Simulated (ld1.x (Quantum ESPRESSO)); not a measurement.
# Before and after: ultrasoft potential for Ga

| Item | Value |
| --- | --- |
| Element | Ga (Z = 31) |
| Generator | ld1.x (Quantum ESPRESSO) 7.5 |
| Type | ultrasoft |
| Functional | PBEsol |
| Relativity | scalar-relativistic |
| Frozen core | [Ar] |
| Valence charge | 13 |
| Reference configuration | 3d10 4s1 4p2 |
| Partial waves | 4s (bound): rcut 1.20, rcutus 1.55 bohr; 4s channel at 3.25 Ry: rcut 1.20, rcutus 1.55 bohr; 4p (bound): rcut 2.00, rcutus 2.65 bohr; 4p channel at 1.85 Ry: rcut 2.00, rcutus 2.65 bohr; 3d (bound): rcut 1.05, rcutus 1.25 bohr; 3d channel at -0.85 Ry: rcut 1.05, rcutus 1.25 bohr |
| Local potential | all-electron potential smoothed inside 1.20 bohr (lloc = -1) |
| Core correction | none |
| Augmentation charge | built from norm-conserving waves at rcut, not smoothed further |

All-electron outer shells of the reference configuration (PBEsol, scalar-relativistic, ld1.x):

| shell | level (eV) | outermost node (bohr) | outermost maximum (bohr) |
| --- | --- | --- | --- |
| 3s | -149.72 | 0.27 | 0.56 |
| 3p | -100.62 | 0.24 | 0.56 |
| 3d | -21.05 | – | 0.53 |
| 4s | -10.06 | 0.81 | 1.87 |
| 4p | -3.35 | 0.87 | 2.47 |

Change: augmentation PSQ, inside the norm-conserving radii.

Cutoffs: the cutoffs (Ry, on a coarse ladder) from which the occupation-weighted sum of valence levels, in a spherical-Bessel basis at the reference potential, stays within 10 and 1 mRy of its value at 400 Ry; they do not see the model core or the augmentation charge, which bear on the density cutoff. Errors are all-electron minus pseudo energies relative to the spin-unpolarised reference configuration.

Task: How do hardness, ghosts and transferability respond?

Result: The potential gets neither clearly harder nor softer (90 Ry and 160 Ry → 90 Ry and 160 Ry); both files keep a bound ghost (s); of the 7 tests that both files solve, the error grows in 4 and shrinks in 3 by more than 15 % and 0.3 meV (median size 5.0 → 3.5 meV).

```tsv
quantity	base	changed
cutoff, loose	90 Ry	90 Ry
cutoff, tight	160 Ry	160 Ry
bound ghosts	s	s
error for 3d10 4s2 4p1, meV [ΔE -6.55 eV]	+0.9	+3.5
error for 3d10 4s2 4p0, meV [ΔE -0.87 eV]	-5.0	-3.5
error for 3d10 4s1 4p0, meV [ΔE 20.26 eV]	-9.7	-12
error for 3d9 4s2 4p2, meV [ΔE 13.77 eV]	-182	-79
error for 3d10 4s0 4p3, meV [ΔE 6.84 eV]	+0.2	+2.3
error for 3d10 4s2 4p0.5, meV [ΔE -4.52 eV]	-0.7	+1.6
error for 3d9 4s2 4p1, meV [ΔE 21.16 eV]	-128	-20
s: phases at 2.89 bohr within 0.05 rad from the reference energy up to (Ry; the scan ends near 5)	to the end of the scan	to the end of the scan
p: phases at 2.89 bohr within 0.05 rad from the reference energy up to (Ry; the scan ends near 5)	3.3	3.2
d: phases at 2.89 bohr within 0.05 rad from the reference energy up to (Ry; the scan ends near 5)	to the end of the scan	to the end of the scan
lowest overlap eigenvalue by channel	s 0.66, p 0.38, d 1.00	s 0.57, p 0.38, d 1.00
```

 A true bound ghost makes a file unfit for plane-wave use even where its test errors are small: the radial tests pick states by their node count and pass the ghost by.
